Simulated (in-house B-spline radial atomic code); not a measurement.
Orbital energies and mean radii along the 1-electron series, configuration 1s1. The effective charge is n√(-2ε), a non-relativistic measure. Computed with an all-electron radial atomic-structure program (B-spline basis): non-relativistic Hartree-Fock, average of the configuration, point nuclei.

This level leaves out relativity, spin-orbit splitting included, which matters for heavy ions.

| ion | Z | energy of 1s (Eh) | mean radius of 1s (bohr) | effective charge of 1s |
| --- | --- | --- | --- | --- |
| Ru43+ | 44 | -968 | 0.034091 | 44 |
| Rh44+ | 45 | -1012.5 | 0.033333 | 45 |
| Pd45+ | 46 | -1058 | 0.032609 | 46 |
| Ag46+ | 47 | -1104.5 | 0.031915 | 47 |
| Cd47+ | 48 | -1152 | 0.03125 | 48 |
| In48+ | 49 | -1200.5 | 0.030612 | 49 |
| Sn49+ | 50 | -1250 | 0.03 | 50 |
| Sb50+ | 51 | -1300.5 | 0.029412 | 51 |
| Te51+ | 52 | -1352 | 0.028846 | 52 |
| I52+ | 53 | -1404.5 | 0.028302 | 53 |
| Xe53+ | 54 | -1458 | 0.027778 | 54 |
| Cs54+ | 55 | ? | ? | ? |
| Ba55+ | 56 | -1568 | 0.026786 | 56 |
| La56+ | 57 | ? | ? | ? |
| Ce57+ | 58 | ? | ? | ? |
| Pr58+ | 59 | -1740.5 | 0.025424 | 59 |

(1) Fill in the row of Cs54+.

(2) Fill in the row of La56+.

(3) Fill in the row of Ce57+.

(4) How does the screening of 1s change?

Results:

(1) energy of 1s (Eh): -1512.5; mean radius of 1s (bohr): 0.027273; effective charge of 1s: 55.

(2) energy of 1s (Eh): -1624.5; mean radius of 1s (bohr): 0.026316; effective charge of 1s: 57.

(3) energy of 1s (Eh): -1682; mean radius of 1s (bohr): 0.025862; effective charge of 1s: 58.

(4) Z less the effective charge goes from 0.00 at Z = 44 to 0.00 at Z = 59.
